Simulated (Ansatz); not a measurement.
Reaction (formal exchange of groups at the Si–N bond): `C[SiH](Cl)N[SiH2]Cl` + `C=NCF` → `C=N[SiH](C)Cl` + `FCN[SiH2]Cl`

Isolated molecules relaxed with PBE0-D4/def2-TZVP in Ansatz; ΔE leaves out vibrations. CBS: MP2 limit from def2 TZ/QZ plus the TZ coupled-cluster correction, frozen cores. Functionals use def2-TZVPP. Each species was taken in one conformer, which may not be the lowest.

(1) Is it downhill or uphill in electronic energy at CCSD(T)/CBS, and by how much? (Estimate.)

(2) What do these levels give: r2SCAN-D4, B2PLYP, PBE, SCS-MP2/def2-QZVPP, MP2/CBS(def2), CCSD/CBS(def2)? (Estimate.)

Largest T1 diagnostic among the species: 0.012.

Results:

(1) The calculation gave: Uphill: ΔE = +34.8 kJ/mol.

(2) Computed: r2SCAN-D4 34.9, B2PLYP 29.6, PBE 28.4, SCS-MP2/def2-QZVPP 32.8, MP2/CBS(def2) 33.9, CCSD/CBS(def2) 34.2 kJ/mol.

In def2-TZVPP, CCSD(T) changes the Hartree–Fock value by +6.9 kJ/mol (the triples alone add +0.6 kJ/mol) and MP2 by +6.0 kJ/mol. The D4 term adds +5.7 kJ/mol with B3LYP and +3.4 kJ/mol with PBE0; it sums over pairs of atoms, weighted by their polarisabilities, and B3LYP, whose exchange is more repulsive, gets the larger term.

B3LYP here is the variant with VWN-RPA as its local correlation; programs differ in this.
